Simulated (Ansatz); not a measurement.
Ansatz (a first-principles code) input (LC-wPBE/def2-TZVPD):

Ansatz 0.2 input:
```yaml
crystal:
  periodic: [false, false, false]
  atoms:
    - {symbol: Sr, position_ang: [-0.00000000, -0.00000000, -0.80322820]}
    - {symbol: Cl, position_ang: [0.00000000, 0.00000000, 1.79545126]}
basis:
  gaussian:
    orbitals: def2-TZVPD
hamiltonian:
  xc: {name: LC-wPBE}
magnetization: {spin_polarized: true, initial_magnetization: 1}
output: {forces: true}
```

Output:

```
Functional definition: LC-wPBE
integrals: 0.02 GiB planned
593 factors; their error is unknown
integrals: 0.06 GiB planned
233 factors; integrals over basis functions are off by at most 9.1e-5 eV
mean field: 0.25 GiB planned
mean field evaluation 1: about -13356.1354 eV, gradient 1.4e1 eV
mean field evaluation 2: about -13357.1572 eV, gradient 1.2e1 eV
mean field evaluation 4: about -13357.6648 eV, gradient 4.8e-1 eV
mean field evaluation 8: about -13357.6850 eV, gradient 8.3e-2 eV
mean field evaluation 16: about -13357.6814 eV, gradient 6.2e-4 eV
mean field -13357.68138124 eV, -490.8857365988 hartree, gradient 5.6e-5 eV, S^2 0.750346; 1 other end points of the search recorded, 0 dependent functions left out
the calculation of the forces begins
reference -13357.68138124 eV, -490.8857365990 hartree; 14, 13 occupied and 65, 66 virtual orbitals, 593 factors
Total energy: -13357.68138124 eV, -490.8857365990 hartree
Atom 0 at    -0.000000    -0.000000    -0.803228 Å, force    -0.000000     0.000000     0.033133 eV/Å
Atom 1 at     0.000000     0.000000     1.795451 Å, force    -0.000000    -0.000000    -0.033133 eV/Å
Dipole moment:     0.000000    -0.000000    -0.917917 e Å
```
